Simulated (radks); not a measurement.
Task: Radial electron density D(r) = 4 pi r^2 rho(r) of an atom or ion with 6 electrons. Calculated with a radial shooting solver on a logarithmic mesh with Libxc functionals: Dirac Kohn-Sham, PW91, spin-unpolarised, spherical densities, finite nucleus; Fermi nuclear charge, rms radius of each element as measured or else 0.836 A^(1/3) + 0.57 fm.

```
   r/bohr * D(r) (the largest magnitude, 11.4, reaches the edge; | marks zero)
  0.01056 |     *
  0.01321 |        *
  0.01652 |           *
  0.02067 |                *
  0.02586 |                       *
  0.03235 |                              *
  0.04047 |                                       *
  0.05063 |                                              *
  0.06335 |                                                    *
  0.07925 |                                                      *
  0.09915 |                                                   *
    0.124 |                                           *
    0.154 |                                 *
   0.1926 |                           *
    0.241 |                           *
   0.3015 |                                *
   0.3771 |                                      *
   0.4718 |                                     *
   0.5903 |                           *
   0.7385 |              *
   0.9239 |      *
    1.156 |   *
    1.446 | *
    1.809 |*
    2.263 *
    2.832 *
    3.543 *
```

What is the nuclear charge?

Result: Z = 13. The innermost maximum, from 1s, lies near gamma/Z bohr with gamma = sqrt(1 - (Z/c)^2) = 0.995, here 0.0766 bohr (found: 0.0774), and its height grows with Z. The density is that of the aluminium ion Al7+ in 1s1.5 2s2 2p2 3s0.5; the configuration itself is not fixed sharply by these data, and Z only to about a unit. D(r) has 2 maxima, at r = 0.0774, 0.409 bohr, and minima at 0.215 bohr, inside which lie 1.64 electrons.
